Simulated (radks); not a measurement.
Results of a calculation; reference values are marked as such.
Charge is removed step by step from the 1s down level of Zr+, starting from 1s(up 1, down 1) 2s2 2p6 3s2 3p6 3d10 4s2 4p6 4d2 5s1. Level of theory: scalar-relativistic Kohn-Sham, BLYP, spin-polarised, spherical densities, finite nucleus; open shells are filled with parallel spins first (spin-orbit coupling, left out, can overturn this in heavy ions); Fermi nuclear charge, rms radius 4.2694 fm (a radial shooting solver on a logarithmic mesh with Libxc functionals).

removed (e)  E - E(0) (eV)  eigenvalue (eV)
0                    0.000         -17834.7
0.125               2232.1         -17892.3
0.25                4471.3         -17948.8
0.375               6717.6         -18004.1
0.5                 8970.6         -18057.8
0.625              11230.2         -18109.1
0.75               13496.1         -18157.1
0.875              15767.7         -18199.1

The mean slope of the eigenvalue, de/dn, is 416 eV per electron.
